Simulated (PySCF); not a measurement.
Compound: C₂H₆OSi.
SMILES with atom numbers: `[CH3:1][SiH2:2][CH:3]=[O:4]` (hydrogens: H5, H6, H7 on C1; H8, H9 on Si2; H10 on C3)

Level of theory: PBE0-D3(BJ)/def2-SVP geometry optimisation, gas phase in PySCF 2.14.0.

Give the optimised bond lengths and angles.

| bond | length (Å) |
| --- | --- |
| C1–Si2 | 1.869 |
| Si2–C3 | 1.933 |
| C3=O4 | 1.207 |
| C1–H5, C1–H6, C1–H7 | 1.100 |
| Si2–H8, Si2–H9 | 1.498 |
| C3–H10 | 1.128 |

Bonds in one row agree within 0.01 Å and their mean is given. A selection of angles:
| angle | degrees |
| --- | --- |
| Si2–C1–H5 | 111.8 |
| Si2–C1–H6 | 109.9 |
| H5–C1–H6 | 108.7 |
| H6–C1–H7 | 107.7 |
| C1–Si2–C3 | 107.8 |
| C1–Si2–H8 | 112.9 |
| C3–Si2–H8 | 107.6 |
| H8–Si2–H9 | 107.6 |
| Si2–C3–O4 | 121.1 |
| Si2–C3–H10 | 119.2 |
| O4–C3–H10 | 119.7 |

Torsions: C1–Si2–C3–O4 1° (synperiplanar).

Si2 (SiH2 silicon) is tetrahedral (angles from 107.6° to 112.9°). The 4 heavy atoms lie in one plane (0.004 Å rms). The 2 C–Si bonds span 1.869 Å (C1–Si2, drawn single) to 1.933 Å (Si2–C3, drawn single), a spread of 0.064 Å.

Point group: Cs (every atom within 0.08 Å of its image). PBE0-D3(BJ)/def2-SVP frequencies: not computed here. The numbers are those of one conformer.
